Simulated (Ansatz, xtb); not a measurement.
## Two isomers of C5H4O2S

Structure X: `O=Cc1cc(S)co1`, a singlet. Structure Y: `O=Cc1occc1S`, a singlet. Both are isolated molecules in the gas phase, relaxed with r2SCAN-D4/def2-SVP; each stands in its lowest conformer found.

Energies in hartree; the thermal terms are from GFN2-xTB frequencies at re-optimised GFN2-xTB minima (ideal gas, soft modes damped towards free rotors, one conformer each, 298.15 K, 1 atm) and include the zero-point energy:

```
                              X           Y
E, CCSD(T)/def2-SVP  −739.712533  −739.719263
    E, MP2/def2-SVP  −739.626975  −739.634348
  E, MP2/def2-TZVPP  −740.437170  −740.444501
  zero-point energy     0.075351     0.076054
       H(298 K) − E     0.083892     0.084036
       G(298 K) − E     0.042805     0.044442
```

Task: Correct the CCSD(T) difference for the basis set by the MP2 change, then work out ΔE, ΔE₀, ΔH and ΔG for X → Y in kJ/mol (1 Eh = 2625.50 kJ/mol) and the equilibrium ratio [Y]/[X].

Result: 1. Differences Y − X: CCSD(T) −0.006730, MP2 in the small set −0.007373, MP2 in the large set −0.007331 Eh.
2. ΔE = −0.006730 + (−0.007331 − (−0.007373)) = −0.006688 Eh = −17.56 kJ/mol.
3. ΔE₀ = ΔE + ΔZPE = −0.006688 + (+0.000703) Eh = −15.71 kJ/mol.
4. ΔH = ΔE + (+0.000144) Eh = −17.18 kJ/mol.
5. ΔG = ΔE + (+0.001637) Eh = −13.26 kJ/mol, so ΔS = (ΔH − ΔG)/T = −13.1 J/(mol K).
6. kT = 0.9442 mEh, so K = [Y]/[X] = exp(−ΔG/kT) = exp(+5.35) ≈ 210.

Structure Y is favoured at this temperature. An error of 4 kJ/mol in ΔG would change K by a factor of 5. Mirror images and further conformers aren't counted.

As drawn, both hold the same kinds of bond in the same numbers.

Other levels gave ΔE = −25.3 (GFN2-xTB); −2.2 (HF/STO-3G, GFN2-xTB geometries); −30.7 (r2SCAN-D4/def2-SVP//GFN2-xTB); −31.2 (r2SCAN-D4/def2-SVP); −8.4 (HF/def2-SVP); −19.4 (MP2/def2-SVP); −17.7 (CCSD(T)/def2-SVP) kJ/mol. The correlated steps freeze 12 core orbitals. Programs: Ansatz 0.2.0, xtb 6.7.1.
